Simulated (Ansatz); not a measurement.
Geometry optimisation, UKS PBE-D4/def2-SVP (Ansatz).

input.yaml

```yaml
crystal:
  periodic: [false, false, false]
  atoms:
    - { symbol: C, position_ang: [-0.9281, 2.1372, 0.6076] }
    - { symbol: "N", position_ang: [-0.4431, 1.3394, -0.22] }
    - { symbol: Si, position_ang: [-0.0862, -0.2246, 0.4292] }
    - { symbol: Si, position_ang: [0.9806, -1.6673, -1.0803] }
    - { symbol: H, position_ang: [-1.2023, 1.9756, 1.6421] }
    - { symbol: H, position_ang: [-1.2411, 3.2044, 0.2288] }
    - { symbol: H, position_ang: [-0.4378, 1.1048, -1.23318] }
    - { symbol: H, position_ang: [0.8876, 0.0254, 1.5934] }
    - { symbol: H, position_ang: [0.0036, -1.9333, -2.1852] }
    - { symbol: H, position_ang: [2.1966, -1.1471, -1.5836] }
    - { symbol: H, position_ang: [1.1897, -2.9851, -0.403] }
magnetization:
  spin_polarized: true
basis:
  gaussian: { orbitals: def2-SVP }
hamiltonian:
  xc: pbe
  dispersion: d4
relax:
  f_tol: 0.02
  max_steps: 50
```

Command:

```bash
$ ansatz run input.yaml --threads 2 --pin off --max-ram 3072MiB --backend cpu --events-out ev --progress --plain --runs-dir out
```

Task: Where does it end, and by what steps?

Result: It converged. After 13 steps the energy has fallen by 1.814 eV; H5 moved furthest, 1.14 Å.

```tsv
step	energy less start (eV)	largest force component (eV/Å)	accepted
0	0.0000	7.863	yes
1	-1.0785	2.352	yes
2	-1.5371	1.211	yes
3	-1.6790	0.518	yes
4	-1.7341	0.355	yes
5	-1.7734	0.343	yes
6	-1.8017	0.296	yes
7	-1.8039	0.152	yes
8	-1.8072	0.119	yes
9	-1.8101	0.170	yes
10	-1.8134	0.083	yes
11	-1.8139	0.025	yes
12	-1.8140	0.021	yes
13	-1.8141	0.014	yes
```

```xyz
11
Properties=species:S:1:pos:R:3
C -0.660 2.177 0.363
N -0.747 0.942 -0.065
Si -0.481 -0.722 0.743
Si 0.969 -1.493 -0.974
H -0.176 2.368 1.333
H -1.085 3.012 -0.216
H -1.204 0.854 -0.986
H 0.495 -0.213 1.807
H 0.221 -1.429 -2.289
H 2.259 -0.729 -1.177
H 1.329 -2.938 -0.743
```

The run took 46 s on 2 threads of Arm Neoverse V2, with other jobs on the host, peak memory 0.23 GiB.
